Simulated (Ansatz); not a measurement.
`C=C[C](O)(F)[InH2]`. Total charge 0; spin multiplicity 1. In: def2 effective core potential.

| atom | x (Å) | y (Å) | z (Å) |
| --- | --- | --- | --- |
| C1 | 0.038 | 1.374 | 1.299 |
| C2 | 0.339 | 0.117 | 0.985 |
| C3 | -0.370 | -0.676 | -0.046 |
| O4 | -1.657 | -0.262 | -0.290 |
| F5 | -0.394 | -2.015 | 0.397 |
| In6 | 0.761 | -0.635 | -1.952 |
| H7 | -0.781 | 1.897 | 0.816 |
| H8 | 0.612 | 1.921 | 2.036 |
| H9 | 1.177 | -0.388 | 1.457 |
| H10 | -2.101 | -0.122 | 0.560 |
| H11 | 0.043 | 0.131 | -3.315 |
| H12 | 2.333 | -1.342 | -1.946 |

Problem. List the harmonic frequencies (cm⁻¹, unscaled) at PBE0-D4/def2-TZVP in Ansatz. (Best estimate.)

Solution. Computed: 28, 84, 163, 183, 245, 268, 354, 390, 466, 511, 543, 578, 598, 752, 900, 955, 992, 1032, 1054, 1232, 1306, 1347, 1440, 1692, 1816, 1827, 3161, 3181, 3252, 3716.

Problem. Is this a minimum?

Solution. Yes, all 30 modes are real.

Problem. Give the ideal-gas thermochemistry at 298.15 K and 1 bar (rigid rotor, harmonic oscillator; point group C1, symmetry number 1).

Solution. Zero-point energy 203.7 kJ/mol; H(298) − E = 228.9 kJ/mol; entropy 394.4 J/(mol·K), of which translation 174.4, rotation 120.2, vibration 99.9; G(298) − E = 111.3 kJ/mol. Modes under 100 cm⁻¹ are hindered rotations or soft bends, so the harmonic entropy is rough.
